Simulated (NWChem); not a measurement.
**Basis-set convergence for H3ClGe**

SMILES: [Cl][GeH3]
```xyz
5

Ge     0.6808     0.0217     0.0000
Cl    -1.4826    -0.0474     0.0000
H      1.1167     0.7682     1.2682
H      1.1167     0.7682    -1.2682
H      1.1868    -1.4272     0.0000
```
Charge 0, spin multiplicity 1.

All runs are NWChem calculations. The geometry was optimised at PBE0/def2-SVP, a minimum by its harmonic frequencies.

Quantity: first vertical ionisation energy at the level G0W0@PBE.

The Hamiltonian is non-relativistic. GW and range-separated runs recompute their integrals, the others keep them in memory, which bears on the times. The structure started from a generated list of species.

Costs are rough ratios of processor time within this set of runs, SCF included, with def2-SVP as 1.

| basis | functions | first vertical ionisation energy (eV) | relative cost |
|---|---|---|---|
| def2-SVP | 65 | 10.20 | 1 |
| def2-TZVP | 103 | … | 4 |
| def2-TZVPP | 132 | … | 6 |
| def2-QZVP | 235 | … | 30 |

Question: Fill in the missing entries.

Answer: 
- def2-TZVP, first vertical ionisation energy (eV): 10.69
- def2-TZVPP, first vertical ionisation energy (eV): 10.74
- def2-QZVP, first vertical ionisation energy (eV): 10.91
